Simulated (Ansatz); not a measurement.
Relaxation of ClGeH$_{3}$ (5 atoms, charge 0, multiplicity 1), to a largest force component of 0.03 eV/Å in at most 50 steps.

The calculation used RKS revPBE-D4/def2-SVP in Ansatz.

```xyz
5
Properties=species:S:1:pos:R:3
Ge 0.049 -0.016 -1.082
H 1.195 0.243 1.404
H 1.741 -0.103 1.083
H -0.728 1.050 -0.131
Cl -1.296 -1.720 -0.593
```

Where does it end, and by what steps?

It converged. After 3 steps the energy has fallen by 0.053 eV; H3 moved furthest, 0.21 Å.

| step | energy less start (eV) | largest force component (eV/Å) | accepted |
| --- | --- | --- | --- |
| 0 | 0.0000 | 1.405 | yes |
| 1 | -0.0502 | 0.214 | yes |
| 2 | -0.0523 | 0.057 | yes |
| 3 | -0.0531 | 0.011 | yes |

```xyz
5
Properties=species:S:1:pos:R:3
Ge 0.154 0.006 -0.983
H 1.038 0.223 1.301
H 1.610 -0.150 0.930
H -0.656 1.082 -0.071
Cl -1.186 -1.708 -0.497
```

Whether the end is a true minimum wasn't checked by a vibrational analysis.

Time of the run: 6.1 s on 1 thread of Arm Neoverse V1, on a shared host, peak memory 0.11 GiB.
